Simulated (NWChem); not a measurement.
System meant: CH6BFOSi; SMILES CB(F)O[SiH3]

The following NWChem deck was run.

```
start job
memory heap 200 mb stack 900 mb global 1100 mb
geometry units angstroms noautoz
  B     -0.153262     1.047433     0.001225
  F     -1.094647     2.009156     0.004498
  C      1.362034     1.477592    -0.002502
  H      2.081928     0.637566    -0.010833
  H      1.572752     2.109577     0.886134
  H      1.566043     2.122188    -0.883499
  O     -0.625654    -0.231090     0.002280
  Si    -0.013593    -1.800088     0.000773
  H      1.490561    -1.798337    -0.029139
  H     -0.542193    -2.503623    -1.212877
  H     -0.493203    -2.488739     1.243135
end
basis spherical
  * library def2-svp
end
dft
  xc xpbe96 cpbe96
  iterations 4
  mulliken
end
task dft energy
```

End of the output:

```
    Atom       Charge   Shell Charges
 -----------   ------   -------------------------------------------------------
    1 B    5     5.18   1.96  0.50  0.22  1.39  0.63  0.48
    2 F    9     8.94   1.98  0.99  0.71  3.19  2.08  0.01
    3 C    6     6.16   1.96  0.58  0.32  1.90  1.35  0.05
    4 H    1     0.96   0.62  0.27  0.07
    5 H    1     0.94   0.61  0.26  0.07
    6 H    1     0.94   0.61  0.26  0.07
    7 O    8     8.10   1.97  0.87  0.56  2.75  1.94  0.01
    8 Si  14    13.51   2.00  1.93  0.67  0.34  5.81  1.27  1.09  0.39
    9 H    1     1.09   0.64  0.43  0.02
   10 H    1     1.09   0.64  0.42  0.02
   11 H    1     1.09   0.64  0.42  0.02

 center of mass
 --------------
 x =  -0.13981186 y =   0.11440536 z =  -0.00005761

 moments of inertia (a.u.)
 ------------------
         840.015985729702           0.000000000000           0.000000000000
           0.000000000000         238.238257629316           0.000000000000
           0.000000000000           0.000000000000        1045.264221011207

     Multipole analysis of the density
     ---------------------------------

     L   x y z        total         alpha         beta         nuclear
     -   - - -        -----         -----         ----         -------
     0   0 0 0     -0.000000    -24.000000    -24.000000     48.000000

     1   1 0 0      0.624516      0.312258      0.312258     -0.000000
     1   0 1 0     -0.452440     -0.226220     -0.226220      0.000000
     1   0 0 1      0.000385      0.000193      0.000193     -0.000000

     2   2 0 0    -29.333386    -81.351607    -81.351607    133.369827
     2   1 1 0      1.526449     -7.662059     -7.662059     16.850568
     2   1 0 1      0.003798      0.000097      0.000097      0.003604
     2   0 2 0    -27.883813   -237.681688   -237.681688    447.479562
     2   0 1 1      0.002260     -0.000231     -0.000231      0.002722
     2   0 0 2    -27.393724    -21.880328    -21.880328     16.366932

 ------------------------------------------------------------------------
 dft energy failed                                                                                  0
 ------------------------------------------------------------------------
 ------------------------------------------------------------------------
  current input line :
    24: task dft energy
 ------------------------------------------------------------------------
 ------------------------------------------------------------------------
 This type of error is most commonly associated with calculations not reaching convergence criteria
 ------------------------------------------------------------------------
 For more information see the NWChem manual at https://nwchemgit.github.io

0:dft energy failed:Received an Error in Communication
```

**Question.** What is wrong, and how is it mended?

**Answer.** Convergence was not reached. Cause: the SCF was allowed too few iterations. This input runs:
```
start job
memory heap 200 mb stack 900 mb global 1100 mb
geometry units angstroms noautoz
  B     -0.153262     1.047433     0.001225
  F     -1.094647     2.009156     0.004498
  C      1.362034     1.477592    -0.002502
  H      2.081928     0.637566    -0.010833
  H      1.572752     2.109577     0.886134
  H      1.566043     2.122188    -0.883499
  O     -0.625654    -0.231090     0.002280
  Si    -0.013593    -1.800088     0.000773
  H      1.490561    -1.798337    -0.029139
  H     -0.542193    -2.503623    -1.212877
  H     -0.493203    -2.488739     1.243135
end
basis spherical
  * library def2-svp
end
dft
  xc xpbe96 cpbe96
  iterations 150
  mulliken
end
task dft energy
```
It converges to -530.57086 Ha (PBE/def2-SVP).
